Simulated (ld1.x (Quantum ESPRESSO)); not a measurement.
What the settings do to the TM potential of indium

Base potential:

ld1.x (Quantum ESPRESSO) 7.5 input, shortened:

```
&input
   title='In', zed=49., rel=1, dft='PBE', iswitch=3,
   config='[Kr] 4d10 5s1.5 5p0'
 /
 &inputp
   pseudotype=2, tm=.true., lloc=-2, rcloc=1.70,
   nlcc=.true., rcore=1.75
 /
2
5S  1  0   1.50   0.00  1.90  1.90  0.0
5P  2  1   0.00   0.00  2.40  2.40  0.0
 &test
   configts(1)='5s1.5 5p0'
 /
```

Cutoffs, loose and tight: the cutoffs (Ry, on a coarse ladder) from which the occupation-weighted sum of valence levels, in a spherical-Bessel basis at the reference potential, stays within 10 and 1 mRy of its value at 400 Ry. They do not see the model core or the augmentation charge, which bear on the density cutoff. Test errors are all-electron minus pseudo excitation energies from the reference, over the configurations 5s2 5p1; 5s2 5p0; 5s1 5p0; 5s1 5p1; 5s0 5p3; 5s1 5p2; 5s2 5p1.3. A dash means not determined; rows that change the core or the reference have their own tests. The largest error is taken over the tests solved by every variant that gives reliable tests at all: 5s0 5p3; 5s1 5p0; 5s1 5p1.

A true bound ghost makes a file unfit for plane-wave use even where its test errors are small: the radial tests pick states by their node count and pass the ghost by. Where a test does run into it, the solver fails or the error is huge.

| change | outcome | cutoff, loose | cutoff, tight | bound ghosts | largest test error (meV) |
| --- | --- | --- | --- | --- | --- |
| base | generated | 12 Ry | 30 Ry | d | -31 |
| wave 5s (bound): rc 1.90 bohr becomes 5s (bound): rc 1.42 bohr | generated | 90 Ry | 160 Ry | d | -43 |
| wave 5s (bound): rc 1.90 bohr becomes 5s (bound): rc 1.70 bohr | generated | 25 Ry | 55 Ry | d | -30 |
| wave 5s (bound): rc 1.90 bohr becomes 5s (bound): rc 1.94 bohr | generated | 10 Ry | 30 Ry | d | -31 |
| wave 5s (bound): rc 1.90 bohr becomes 5s (bound): rc 2.16 bohr | generated | 10 Ry | 30 Ry | d | -31 |
| wave 5s (bound): rc 1.90 bohr becomes 5s (bound): rc 2.44 bohr | generated | 10 Ry | 25 Ry | d | -32 |
| wave 5s (bound): rc 1.90 bohr becomes 5s (bound): rc 2.62 bohr | generated | 8 Ry | 21 Ry | d | -33 |
| wave 5s (bound): rc 1.90 bohr becomes 5s (bound): rc 2.84 bohr | generated | 8 Ry | 18 Ry | d | -47 |

Q: What comes out with this change to the base: wave 5s (bound): rc 1.90 bohr becomes 5s (bound): rc 1.24 bohr?

A: outcome: generated; cutoff, loose: 260 Ry; cutoff, tight: over 300 Ry; bound ghosts: s, d; largest test error (meV): +83.

Reading the sweep of the s radius (base included, trends over the rows without a ghost): Bound ghosts are found at 1.24, 1.42, 1.7, 1.9, 1.94, 2.16, 2.44, 2.62, 2.84 bohr. Every judged row has one, so this setting neither creates nor removes them.
